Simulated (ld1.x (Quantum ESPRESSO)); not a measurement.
# Before and after: RRKJ potential for Kr

krypton, norm-conserving RRKJ (Kleinman–Bylander form), made with ld1.x (Quantum ESPRESSO) 7.5 (PBEsol, scalar-relativistic). Core [Ar], reference 3d10 4s2 4p6. Waves: 4p (bound): rc 1.05 bohr; 3d (bound): rc 0.65 bohr; 4s (bound): rc 1.20 bohr. Local part: the s channel. Core correction: a·sin(br)/r model core inside 0.55 bohr.

Change: all radii but the core radius scaled by about 1.36 (s 1.64, p 1.42, d 0.88 bohr).

Cutoffs: the cutoffs (Ry, on a coarse ladder) from which the occupation-weighted sum of valence levels, in a spherical-Bessel basis at the reference potential, stays within 10 and 1 mRy of its value at 400 Ry; they do not see the model core or the augmentation charge, which bear on the density cutoff. Errors are all-electron minus pseudo energies relative to the spin-unpolarised reference configuration.

**Question.** How do hardness, ghosts and transferability respond?

**Answer.** Both files keep a bound ghost (p); of the 7 tests that both files solve, the error grows in 6 and shrinks in 1 by more than 15 % and 0.3 meV (median size 119.6 → 195.1 meV).

| quantity | base | changed |
| --- | --- | --- |
| cutoff, loose | over 300 Ry | 300 Ry |
| cutoff, tight | over 300 Ry | over 300 Ry |
| loose cutoff by channel (10 mRy a level) | p 110 Ry, d over 300 Ry, s 45 Ry | p 25 Ry, d 230 Ry, s 35 Ry |
| bound ghosts | p | p |
| error for 3d10 4s2 4p5, meV [ΔE 14.28 eV] | -35 | -48 |
| error for 3d10 4s2 4p4, meV [ΔE 39.46 eV] | -120 | -195 |
| error for 3d10 4s2 4p3, meV [ΔE 76.55 eV] | -216 | -405 |
| error for 3d10 4s1 4p6, meV [ΔE 28.79 eV] | -81 | -139 |
| error for 3d9 4s2 4p6, meV [ΔE 93.87 eV] | -3657 | -2164 |
| error for 3d10 4s2 4p2, meV [ΔE 126.39 eV] | -271 | -553 |
| error for 3d10 4s2 4p5.5, meV [ΔE 5.85 eV] | -10.0 | -12 |

 A true bound ghost makes a file unfit for plane-wave use even where its test errors are small: the radial tests pick states by their node count and pass the ghost by.
